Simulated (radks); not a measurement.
Results of a calculation; reference values are marked as such.
Trend from Rb+ to Xe+: ionisation energy by Delta-SCF between NIST ground configurations, and size. Code: a radial shooting solver on a logarithmic mesh with Libxc functionals. Model: Dirac Kohn-Sham, PBE, spin-unpolarised, spherical densities, point nucleus; open shells fill j = l - 1/2 first.

| species | configuration | IE (eV) | NIST (eV) | kind | -e(HOMO) (eV) | r at 0.001 e/bohr^3 (bohr) |
|---|---|---|---|---|---|---|
| Rb+ | [Kr] | 27.289 | 27.290 | exp. | 21.360 (4p3/2) | 3.64 |
| Sr+ | [Kr] 5s1 | 11.005 | 11.030 | exp. | 8.347 (5s1/2) | 4.47 |
| Zr+ | [Kr] 4d2 5s1 | 12.923 | 13.130 | exp. | 9.927 (5s1/2) | 4.48 |
| Nb+ | [Kr] 4d4 | 14.080 | 14.320 | semi-emp. | 9.331 (4d3/2) | 4.08 |
| Mo+ | [Kr] 4d5 | 15.290 | 16.2 | semi-emp. | 10.260 (4d5/2) | 4.00 |
| Tc+ | [Kr] 4d5 5s1 | 14.827 | 15.260 | semi-emp. | 11.370 (5s1/2) | 4.22 |
| Ru+ | [Kr] 4d7 | 17.988 | 16.8 | semi-emp. | 12.364 (4d5/2) | 3.83 |
| Rh+ | [Kr] 4d8 | 19.298 | 18.080 | semi-emp. | 13.390 (4d5/2) | 3.75 |
| Pd+ | [Kr] 4d9 | 20.590 | 19.4 | semi-emp. | 14.406 (4d5/2) | 3.67 |
| Ag+ | [Kr] 4d10 | 21.868 | 21.484 | exp. | 15.415 (4d5/2) | 3.59 |
| Cd+ | [Kr] 4d10 5s1 | 17.127 | 16.908 | exp. | 13.057 (5s1/2) | 3.86 |
| In+ | [Kr] 4d10 5s2 | 19.236 | 18.870 | exp. | 14.923 (5s1/2) | 3.99 |
| Sn+ | [Kr] 4d10 5s2 5p1 | 14.350 | 14.633 | exp. | 10.559 (5p1/2) | 4.19 |
| Sb+ | [Kr] 4d10 5s2 5p2 | 16.384 | 16.63 | exp. | 12.315 (5p1/2) | 4.24 |
| Te+ | [Kr] 4d10 5s2 5p3 | 17.451 | 18.6 | exp. | 13.255 (5p3/2) | 4.23 |
| I+ | [Kr] 4d10 5s2 5p4 | 19.347 | 19.131 | exp. | 14.896 (5p3/2) | 4.18 |
| Xe+ | [Kr] 4d10 5s2 5p5 | 21.222 | 20.975 | semi-emp. | 16.526 (5p3/2) | 4.11 |

Reference values: NIST Atomic Spectra Database (exp. = measured, semi-emp. = semi-empirical, theory = theoretical value adopted there). Spin polarisation and multiplet splitting are left out, so open shells lie too high by an amount that depends on their filling.

Beside tabulated values, note that spin-unpolarised runs miss the spin-polarisation part of the exchange energy of open shells.
